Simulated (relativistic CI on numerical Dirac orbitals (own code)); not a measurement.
**Nd15+: computed level list**

These numbers are calculated, not measured: Dirac-Coulomb-Breit CI, separate exchange-only KLI orbitals for each configuration, model QED (radiative potential, 1s self-energy scaled to tabulated hydrogen-like ionisation energies), unscaled Slater integrals (own radial code, finite nucleus).

CI space (outside the closed core [Ar] 3d10): 4s2 4p6 4d9, 4s2 4p5 4d10, 4s2 4p6 4d8 4f, 4s 4p6 4d10, 4s2 4p6 4d8 5s, 4s2 4p5 4d9 4f, 4s2 4p6 4d8 5p, 4s 4p6 4d9 4f, 4s2 4p6 4d7 4f 5s, 4s2 4p6 4d8 5d, 4s2 4p6 4d7 5s 5p, 4s2 4p5 4d9 5s, 4s2 4p6 4d8 5f, 4s2 4p6 4d8 6s, 4s2 4p6 4d7 5s2, 4s2 4p6 4d6 4f 5s2, 4s2 4p5 4d7 4f 5s2, 4s2 4p6 4d6 5s2 5p. Double excitations out of closed p, d and f shells are left out; levels of such configurations are missing from the list, as are those of other unlisted configurations, and high levels can miss mixing partners.

The lowest level is 4s2 4p6 4d9 2D_5/2, with 100 % of that term; Hund's rules for 4s2 4p6 4d9 give 2D with J = 5/2, in agreement.

```
No.  Configuration  Term     J  E (cm⁻¹)    %     Next component (%)  Landé g
  1    4s2 4p6 4d9    2D   5/2         0  100                           1.199
  2    4s2 4p6 4d9    2D   3/2     36019  100                           0.798
  3   4s2 4p5 4d10   2P°   3/2    880531   75  24 4s2 4p6 4d8 4f 2P°    1.334
  4     4d8(3F) 4f   4F°   7/2    961822   68                 20 4D°    1.254
  5     4d8(3F) 4f   4F°   5/2    962297   48                 26 4D°    1.133
  6     4d8(3F) 4f   4F°   9/2    967268   87                  8 4G°    1.307
  7     4d8(3F) 4f   4D°   3/2    970518   39                 20 4F°    1.134
  8     4d8(1G) 4f   2P°   1/2    973358   62                 11 4P°    0.934
  9     4d8(3F) 4f   4D°   5/2    976087   33                 25 4P°    1.244
 10     4d8(3F) 4f   4D°   7/2    981141   68                 16 2F°    1.342
 11     4d8(3F) 4f   4I°  15/2    981226   93                  7 2K°    1.190
 12     4d8(3F) 4f   4I°  13/2    984186   45                 42 4H°    1.150
 13     4d8(3P) 4f   4F°   3/2    985208   63                 23 4P°    0.879
 14     4d8(3F) 4f   4H°  11/2    988784   49                 36 4G°    1.164
 15     4d8(3F) 4f   4H°  13/2    991455   45                 37 2I°    1.139
 16     4d8(3F) 4f   4D°   1/2    994618   63                 19 2P°    0.398
 17     4d8(3F) 4f   4H°   9/2    995460   32                 28 2G°    1.059
 18     4d8(1G) 4f   2D°   3/2    997682   43                 18 4P°    1.083
 19     4d8(1D) 4f   2F°   5/2   1000879   41                 28 4P°    1.079
 20     4d8(3F) 4f   4I°  11/2   1001601   39                 37 4G°    1.108
 21     4d8(3F) 4f   4P°   5/2   1007190   30                 24 2D°    1.264
 22     4d8(1D) 4f   2G°   7/2   1007857   48                 33 4H°    0.855
 23     4d8(3F) 4f   4I°   9/2   1008054   36                 20 2H°    0.936
 24     4d8(3F) 4f   4P°   1/2   1009849   75                 12 4D°    2.102
 25     4d8(3F) 4f   4D°   3/2   1010742   42                 30 2D°    1.170
 26     4d8(3F) 4f   4G°   7/2   1011728   67                 15 4H°    0.964
 27     4d8(3F) 4f   2P°   3/2   1012061   72                 13 2D°    1.239
 28     4d8(3F) 4f   2S°   1/2   1013049   56                 19 2P°    1.331
 29     4d8(1D) 4f   2G°   9/2   1014025   36                 22 4I°    1.054
 30     4d8(3F) 4f   4I°  11/2   1017634   42                 27 4H°    1.069
 31     4d8(1D) 4f   2F°   7/2   1019364   42                 33 2G°    1.085
 32     4d8(3F) 4f   4I°  13/2   1021471   42                 39 2I°    1.093
 33     4d8(3F) 4f   2G°   9/2   1021550   46                 28 4F°    1.142
 34     4d8(1G) 4f   2D°   5/2   1023442   50                 28 4G°    1.042
 35     4d8(3F) 4f   4H°   9/2   1026044   36                 20 4F°    1.089
 36     4d8(1D) 4f   2H°  11/2   1026215   43                 40 2I°    1.053
 37     4d8(3P) 4f   4F°   5/2   1026378   31                 30 4G°    0.923
 38     4d8(3F) 4f   4S°   3/2   1027595   49                 22 4P°    1.704
 39     4d8(3P) 4f   4F°   7/2   1033902   59                 23 4H°    1.083
 40     4d8(1G) 4f   2D°   5/2   1034827   30                 28 4F°    1.011
 41     4d8(1G) 4f   2K°  13/2   1035156   81                 18 2I°    0.959
 42     4d8(3F) 4f   4F°   3/2   1035736   50                 31 2D°    0.701
 43     4d8(1G) 4f   2K°  15/2   1038137   93                  7 4I°    1.074
 44     4d8(3F) 4f   2H°  11/2   1039604   76                 12 4H°    1.100
 45     4d8(3P) 4f   4D°   1/2   1041889   53                 23 2S°    0.709
 46     4d8(1G) 4f   2F°   7/2   1042184   70                 11 2G°    1.091
 47     4d8(3F) 4f   2H°   9/2   1044646   42                 29 4F°    1.063
 48     4d8(3P) 4f   2G°   9/2   1046608   35                 23 4I°    0.993
 49     4d8(3P) 4f   2F°   5/2   1049425   51                 28 4F°    0.981
 50     4d8(3F) 4f   2G°   7/2   1050485   42                 23 4G°    1.036
 51     4d8(3P) 4f   4D°   3/2   1052652   63                 12 2P°    1.185
 52     4d8(3P) 4f   4G°  11/2   1053547   50                 41 2I°    1.104
 53     4d8(1D) 4f   2G°   7/2   1058592   66                 13 4G°    0.902
 54     4d8(1G) 4f   2F°   5/2   1060441   49                 26 4G°    0.896
 55     4d8(3F) 4f   2P°   1/2   1061051   38                 27 4D°    0.622
 56     4d8(3P) 4f   4D°   7/2   1065875   49                 13 2G°    1.236
 57     4d8(3P) 4f   4D°   5/2   1066041   54                 20 2F°    1.131
 58     4d8(3F) 4f   2G°   7/2   1068193   28                 24 2F°    1.089
 59     4d8(1G) 4f   2H°  11/2   1071945   51                 25 4G°    1.106
 60     4d8(3P) 4f   2G°   9/2   1072164   34                 32 2H°    1.048
 61     4d8(1D) 4f   2D°   3/2   1072306   53                 28 4F°    0.810
 62     4d8(3P) 4f   4G°   9/2   1073854   49                 33 2G°    1.102
 63     4d8(3F) 5s    4F   9/2   1073948   96                   4 2G    1.323
 64     4d8(3F) 4f   4G°   5/2   1076906   47                 38 2F°    0.786
 65     4d8(3F) 4f   4G°   7/2   1077816   49                 36 2G°    0.990
 66     4d8(1G) 4f   2G°   9/2   1079064   54                 29 2H°    1.054
 67     4d8(1G) 4f   2I°  11/2   1081781   86                 13 2H°    0.945
 68     4d8(1D) 4f   2D°   3/2   1082153   41                 31 2P°    1.091
 69     4d8(3F) 5s    2F   7/2   1082977   51                  44 4F    1.170
 70     4d8(1G) 4f   2I°  13/2   1084234   98                  2 4H°    1.078
```

Energies count from the lowest computed level; ° marks odd parity. Percentages are summed over parent terms; the parents shown are those of the largest component, closed shells are left out there.

The mean weight of the leading LS term, summed over parents, in these 70 levels is 55 %, and that of the leading jj configuration (from the same eigenvectors) 55 %.

At this charge energies of transitions that change n are usually good to better than 1 %, and those within a shell (Δn = 0) to a few per cent. Levels and lines within the n = 5 or 6 shells can be off by up to 10 % or somewhat more, and those that change n by about 2 %, since core polarisation is missing.

LS names give the leading component of a level, which can be under half, so a name can repeat, a term be missing and a line seem to break the LS rules.
